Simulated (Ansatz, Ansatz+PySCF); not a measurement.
```xyz
5

C     0.0000   -0.0406   -0.5353
N     0.0000   -0.0652    0.6275
H     0.0000    0.8132    0.9736
H     0.0000   -0.9157   -1.0482
H     0.0000    0.8024   -1.1065
```

Basis set: def2-SVP (spherical functions). Frozen core: 2 orbitals. Charge 0, multiplicity 1.

Computed with Ansatz (development build ahead of 0.2.0); each method stands on the lowest determinant of its kind that the runs found. Restricted open shells among the atoms or ions are ROHF, correlated in semicanonical orbitals with singles.

(1) Give the atomization energy at this shape (free ground-state atoms in the same class of orbitals less the molecule, no zero-point energy) of singlet CH3N by RHF-CCSD(T), RHF-MP2, UHF-MP2, RHF, UHF.

Results:

(1)

```json
{"method": "RHF-CCSD(T)", "atomization energy": "387.85 kcal/mol"}
{"method": "RHF-MP2", "atomization energy": "390.86 kcal/mol"}
{"method": "UHF-MP2", "atomization energy": "390.36 kcal/mol"}
{"method": "RHF", "atomization energy": "288.36 kcal/mol"}
{"method": "UHF", "atomization energy": "283.54 kcal/mol"}
```

Caution: the shape is not the minimum.
